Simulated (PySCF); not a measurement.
Exact mass, isotope pattern and composition

Species: `BOB(C)P`.

All values are calculated from tables of isotopes.

Task: Find the molar and monoisotopic masses of CH7B2OP.

Result: For CH7B2OP, with standard atomic weights, 2 × 10.810 + 1 × 15.999 + 1 × 12.011 + 1 × 30.974 + 7 × 1.008 = 87.660 g/mol. From the most abundant isotopes (11B, 16O, 12C, 31P, 1H), 2 × 11.009305 + 1 × 15.994915 + 1 × 12.000000 + 1 × 30.973762 + 7 × 1.007825 = 88.0421 u.

Task: What cluster does the molecular ion M+• show when like nominal masses merge?

Result: 
```json
{"nominal mass": "86", "m/z (centroid)": "86.0488", "relative intensity": "6.1"}
{"nominal mass": "87", "m/z (centroid)": "87.0452", "relative intensity": "49.5"}
{"nominal mass": "88", "m/z (centroid)": "88.0416", "relative intensity": "100.0"}
{"nominal mass": "89", "m/z (centroid)": "89.0454", "relative intensity": "1.3"}
{"nominal mass": "90", "m/z (centroid)": "90.0458", "relative intensity": "0.2"}
```

Cut off at 0.1 %. One electron mass, 0.00055 u, is taken off. Abundances used (%; other tables differ somewhat): 10B 19.9, 11B 80.1; 16O 99.757, 17O 0.038, 18O 0.205; 12C 98.93, 13C 1.07; 1H 99.9885, 2H 0.0115.

Task: What is the composition by mass?

Result: B 24.66 %, O 18.25 %, C 13.70 %, P 35.33 %, H 8.05 %.

Task: Which m/z would the protonated, sodiated and deprotonated molecule have?

Result: [M+H]+ 89.0493, [M+Na]+ 111.0313, [M−H]− 87.0348, for the monoisotopic species (arithmetic only; whether such ions form is another matter).

Task: What resolving power m/Δm just matches the spacing of the species with one 13C and with one 2H?

Result: They lie 0.00292 u apart at mass 89.05, so m/Δm is about 30000.
